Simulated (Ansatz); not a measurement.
Reaction (redistribution): `C[O][In]([CH3])[Cl]` + `O[SiH](F)S` → `C[O][In]([F])[Cl]` + `C[SiH](O)S`

Calculated with Ansatz (gas phase, PBE0-D4/def2-TZVP geometries, no zero-point term in ΔE). CBS: MP2 limit from def2 TZ/QZ plus the TZ coupled-cluster correction, frozen cores. DFT in def2-TZVPP. Elements past krypton have def2 core potentials. For In outer-core shells are correlated without core-valence functions, which leaves a few kJ/mol of doubt a bond. Each species was taken in one conformer, which may not be the lowest.

| level | ΔE (eV) |
| --- | --- |
| r2SCAN-D4 | 0.99 |
| ωB97X-V | 0.97 |
| MP2/def2-TZVPP | 1.13 |
| HF/def2-QZVPP | 1.03 |

Q: What does CCSD(T)/CBS give? (Best estimate.)

A: Ansatz gave: +1.05 eV. The listed levels differ from it by -0.06, -0.08, 0.08, -0.02 eV.

Largest T1 diagnostic among the species: 0.016.

From PBE to PBE0 (25 % exact exchange), in def2-TZVPP and without D4, ΔE moves by +0.06 eV. In def2-TZVPP, CCSD(T) changes the Hartree–Fock value by +0.05 eV (the triples alone add −0.01 eV) and MP2 by +0.09 eV.
